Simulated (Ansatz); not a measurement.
An input meant for In14As14H34⁺, a nanocrystal cut from wurtzite InAs (hydrogen-capped) (charge 1, doublet; with a point charge).

```yaml
crystal:
  periodic: [true, true, true]
  atoms:
    - {symbol: As, position_ang: [-1.755170, -5.213378, -0.569232]}
    - {symbol: In, position_ang: [-3.932759, -4.148073, 0.766135]}
    - {symbol: In, position_ang: [-3.878031, -2.159152, -3.414392]}
    - {symbol: As, position_ang: [-3.629022, -1.919450, -0.709174]}
    - {symbol: In, position_ang: [0.756006, -4.374237, -0.111175]}
    - {symbol: As, position_ang: [0.540690, -4.237467, 2.604590]}
    - {symbol: In, position_ang: [0.533135, -2.038362, -3.411501]}
    - {symbol: As, position_ang: [-1.656225, -0.701347, -4.065566]}
    - {symbol: As, position_ang: [0.700753, -1.821270, -0.762580]}
    - {symbol: In, position_ang: [-1.490257, -0.597856, 0.103989]}
    - {symbol: In, position_ang: [0.636879, -1.882796, 3.929746]}
    - {symbol: As, position_ang: [-1.396499, -0.585399, 2.801174]}
    - {symbol: In, position_ang: [-1.765937, 1.853263, -3.335836]}
    - {symbol: As, position_ang: [-1.543233, 1.909720, -0.694440]}
    - {symbol: In, position_ang: [-3.937123, 2.988910, -0.100444]}
    - {symbol: In, position_ang: [-1.574442, 1.824775, 3.952802]}
    - {symbol: As, position_ang: [-3.636137, 2.947618, 2.654428]}
    - {symbol: As, position_ang: [2.647510, -0.476500, -4.115451]}
    - {symbol: In, position_ang: [2.944878, -0.629584, 0.074372]}
    - {symbol: As, position_ang: [2.646820, -0.569077, 2.774850]}
    - {symbol: In, position_ang: [3.048927, 2.056051, -3.225293]}
    - {symbol: As, position_ang: [0.632688, 2.918307, -4.088957]}
    - {symbol: As, position_ang: [2.820652, 1.932065, -0.604455]}
    - {symbol: In, position_ang: [0.611843, 3.252006, 0.101330]}
    - {symbol: In, position_ang: [2.701696, 1.824644, 3.974082]}
    - {symbol: As, position_ang: [0.570372, 2.924420, 2.799813]}
    - {symbol: In, position_ang: [5.093723, 3.238667, 0.032369]}
    - {symbol: As, position_ang: [4.774491, 3.039674, 2.775626]}
    - {symbol: H, position_ang: [-1.709888, -6.741328, -0.586631]}
    - {symbol: H, position_ang: [-1.971127, -5.025586, -2.069842]}
    - {symbol: H, position_ang: [-5.325206, -5.070675, 0.292163]}
    - {symbol: H, position_ang: [-3.301362, -3.916701, 2.377312]}
    - {symbol: H, position_ang: [-3.440257, -3.814506, -3.754381]}
    - {symbol: H, position_ang: [-5.282950, -1.275512, -3.924489]}
    - {symbol: H, position_ang: [-4.720154, -0.947789, -0.255411]}
    - {symbol: H, position_ang: [2.065505, -5.410133, -0.591287]}
    - {symbol: H, position_ang: [-0.778649, -4.892312, 3.008416]}
    - {symbol: H, position_ang: [1.462215, -5.245547, 3.291039]}
    - {symbol: H, position_ang: [0.719223, -3.644733, -4.067222]}
    - {symbol: H, position_ang: [-1.615356, -0.666512, -5.597035]}
    - {symbol: H, position_ang: [0.664380, -2.069638, 5.657996]}
    - {symbol: H, position_ang: [-2.631714, -1.363951, 3.255491]}
    - {symbol: H, position_ang: [-3.048268, 2.780397, -4.069014]}
    - {symbol: H, position_ang: [-5.162462, 1.783652, -0.378544]}
    - {symbol: H, position_ang: [-3.945119, 4.679254, -0.502776]}
    - {symbol: H, position_ang: [-1.643603, 1.851710, 5.691437]}
    - {symbol: H, position_ang: [-4.882661, 2.405192, 3.354953]}
    - {symbol: H, position_ang: [-3.730634, 4.354438, 3.245559]}
    - {symbol: H, position_ang: [2.844488, -0.498829, -5.632252]}
    - {symbol: H, position_ang: [3.908172, -1.269547, -3.774418]}
    - {symbol: H, position_ang: [4.398947, -1.486991, -0.375994]}
    - {symbol: H, position_ang: [3.885112, -1.269554, 3.341394]}
    - {symbol: H, position_ang: [4.390345, 2.831782, -4.020409]}
    - {symbol: H, position_ang: [0.693987, 3.099217, -5.606817]}
    - {symbol: H, position_ang: [0.573958, 4.406754, -3.748944]}
    - {symbol: H, position_ang: [0.637002, 4.943438, -0.333237]}
    - {symbol: H, position_ang: [2.725380, 1.810189, 5.714873]}
    - {symbol: H, position_ang: [0.567925, 4.343013, 3.376799]}
    - {symbol: H, position_ang: [6.455520, 2.210294, -0.305944]}
    - {symbol: H, position_ang: [4.891912, 4.934837, -0.294324]}
    - {symbol: H, position_ang: [6.014836, 2.447373, 3.445275]}
    - {symbol: H, position_ang: [4.872077, 4.405928, 3.454659]}
basis:
  gaussian: {orbitals: def2-mTZVP, fitting: {mean_field: def2-universal-jkfit}, point_charges: [{charge: 1.00, position_ang: [9.827, -0.184, 0.480]}]}
total_charge: 1
magnetization: {spin_polarized: true, initial_magnetization: 1}
hamiltonian: {xc: {name: SPW92}}
scf: {omitted_lower_state_checks: [starts]}
output: {forces: true}
```

```sh
$ ansatz run in.yaml --threads 10 --pin off --events-out ev --progress --plain --max-ram 110592MiB --backend cuda --devices 0, --max-vram 75GiB
```

Question: Predict how Ansatz answers.

Answer: The program refused the input. The species is marked periodic without a cell.
```
Error: YAML parse error: error: line 2 column 3: crystal: missing field `lattice` (a structure is typed as `lattice` and `atoms`, a molecule's as `atoms` in Å alone, or read from a run's directory, `checkpoint`)
 --> <input>:2:3
1 | crystal:
2 |   periodic: [true, true, true]
3 |   atoms:
4 |     - {symbol: As, position_ang: [-1.755170, -5.213378, -0.569232]}
```
